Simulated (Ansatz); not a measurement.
Single points on Be₄.

```yaml
crystal:
  periodic: [false, false, false]
  atoms:
    - {symbol: Be, position_ang: [0.720700, -0.998869, -0.230058]}
    - {symbol: Be, position_ang: [-0.889414, -0.308454, 0.826954]}
    - {symbol: Be, position_ang: [-0.535305, 0.383086, -1.066233]}
    - {symbol: Be, position_ang: [0.704020, 0.924237, 0.469337]}
basis:
  gaussian: {orbitals: def2-TZVP, initial_orbitals: start.molden}
hamiltonian: {xc: {name: revPBE}}
scf: {omitted_lower_state_checks: [starts]}
output: {orbitals: {seedname: orbitals}}
```

The file start.molden holds the orbitals of an earlier run on this structure, at another level or in another basis.

```sh
$ ansatz run in.yaml --threads 4 --pin off --events-out ev --progress --plain --max-ram 3916MiB
```

Output, abridged:

```
Functional definition: revPBE
564 factors; their error is unknown
mean field evaluation 1: about -1600.6824 eV, gradient 4.2e0 eV
mean field evaluation 2: about -1600.7130 eV, gradient 4.7e-2 eV
mean field evaluation 4: about -1600.6951 eV, gradient 1.3e-4 eV
mean field -1600.69511821 eV, -58.8244606042 hartree, gradient 6.9e-6 eV, S^2 0.000000; 0 other end points of the search recorded, 0 dependent functions left out
reference -1600.69516549 eV, -58.8244623415 hartree; 8, 8 occupied and 68, 68 virtual orbitals, 564 factors
Total energy: -1600.69516549 eV, -58.8244623415 hartree
Checks for a lower state left out: starts
```

It took 0.35 s on 4 threads of Arm Neoverse V1 on a shared host.

First input, but with `gaussian: {orbitals: def2-TZVPD, initial_orbitals: start.molden}`, `hamiltonian: {xc: pbe0}` (abridged; 0.4 s):

```
Functional definition: PBE0
mean field -1597.79208689 eV, -58.7177761707 hartree, gradient 8.9e-5 eV, S^2 0.000000
Total energy: -1597.79211896 eV, -58.7177773492 hartree
Checks for a lower state left out: starts
```

The first input with `gaussian: {orbitals: def2-SVP, initial_orbitals: start.molden}`, `hamiltonian: {xc: pbe0}` (abridged; 0.25 s):

```
Functional definition: PBE0
mean field -1596.03227439 eV, -58.6531042542 hartree, gradient 1.7e-5 eV, S^2 0.000000
Total energy: -1596.03229931 eV, -58.6531051700 hartree
Checks for a lower state left out: starts
```

The first input with `hamiltonian: {xc: pbe}`, `output: {forces: true, orbitals: {seedname: orbitals}}` (abridged; 0.4 s):

```
Functional definition: PBE
mean field -1597.42417718 eV, -58.7042557382 hartree, gradient 5.7e-6 eV, S^2 0.000000
Total energy: -1597.42421340 eV, -58.7042570696 hartree
Atom 0 force     0.071933    -0.097297    -0.022158 eV/Å
Atom 1 force    -0.088442    -0.029941     0.080228 eV/Å
Atom 2 force    -0.053582     0.037442    -0.103725 eV/Å
Atom 3 force     0.070091     0.089796     0.045655 eV/Å
Dipole moment:     0.000002     0.000011    -0.000009 e Å
Checks for a lower state left out: starts
```

As the first input, with `hamiltonian: {xc: hse06}` (abridged; 0.4 s):

```
Functional definition: HSE06
mean field -1597.65193599 eV, -58.7126257202 hartree, gradient 1.4e-5 eV, S^2 0.000000
Total energy: -1597.65197321 eV, -58.7126270882 hartree
Checks for a lower state left out: starts
```

First input, but with `gaussian: {orbitals: def2-TZVPD, initial_orbitals: start.molden}`, `hamiltonian: {xc: pbe}` (abridged; 0.4 s):

```
Functional definition: PBE
mean field -1597.42870483 eV, -58.7044221265 hartree, gradient 6.1e-6 eV, S^2 0.000000
Total energy: -1597.42874645 eV, -58.7044236560 hartree
Checks for a lower state left out: starts
```

As the first input, with `hamiltonian: {xc: pbe}`, `correlation: {method: rpa}` and without the key `output` (abridged; 0.55 s):

```
Functional definition: PBE
mean field -1597.42414831 eV, -58.7042546776 hartree, gradient 2.3e-6 eV, S^2 0.000000
Total energy: -1603.02100672 eV, -58.9099354304 hartree
Checks for a lower state left out: starts
```

Geometry: B3LYP/def2-TZVP.

HSE06 is defined as in plane-wave codes, on full-range PBE exchange. Correlated methods freeze no core orbitals. The structure comes from a short search, and lower isomers may exist.
